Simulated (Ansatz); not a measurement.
The same atomization along the group B, Al, Ga, In.

Program: Ansatz. Geometries: PBE0-D4/def2-TZVP. ΔE: electronic, gas phase. CBS: MP2 limit from def2 TZ/QZ plus the TZ coupled-cluster correction, frozen cores. Small cases extrapolate CCSD(T) itself. Functionals use def2-TZVPP. No spin–orbit coupling; open shells (•) take unrestricted orbitals. Spin–orbit coupling would lower the free atoms: a little for Al, B, Cl, O; clearly for Ga; strongly for In. Elements past krypton have def2 core potentials. Bonds to Ga, In are less sure, by a few kJ/mol each and by 10 to 20 or more in all where they break to atoms, as the def2 sets lack core-valence functions. Scalar relativity is left out up to krypton. One conformer a species, not always the lowest.

```
                               reaction  ωB97M-V (kJ/mol)  MP2/CBS(def2) (kJ/mol)  revPBE-D4 (kJ/mol)
          `OBCl` → Cl• + 2 H• + B• + O•              1906                    1952                1880
`[OH][AlH][Cl]` → Cl• + 2 H• + Al• + O•              1677                    1737                1626
`[OH][GaH][Cl]` → Cl• + 2 H• + Ga• + O•              1490                    1556                1456
`[OH][InH][Cl]` → Cl• + 2 H• + In• + O•              1368                    1412                1325
```

(1) Give the CCSD(T)/CBS values in the same order. (Estimate.)

Largest T1 diagnostic: 0.018, for Al•.

Extrapolated directly: `OBCl` → Cl• + 2 H• + B• + O•; `[OH][AlH][Cl]` → Cl• + 2 H• + Al• + O•.

## Answers

(1) The calculation gave: 1889, 1686, 1508, 1381 kJ/mol.

For atomizations the MP2-based limit and the directly extrapolated one differ by several kJ/mol either way, and by 10 to 25 for some Ge, Se and Sn compounds, so smaller differences from it don't rank the levels.
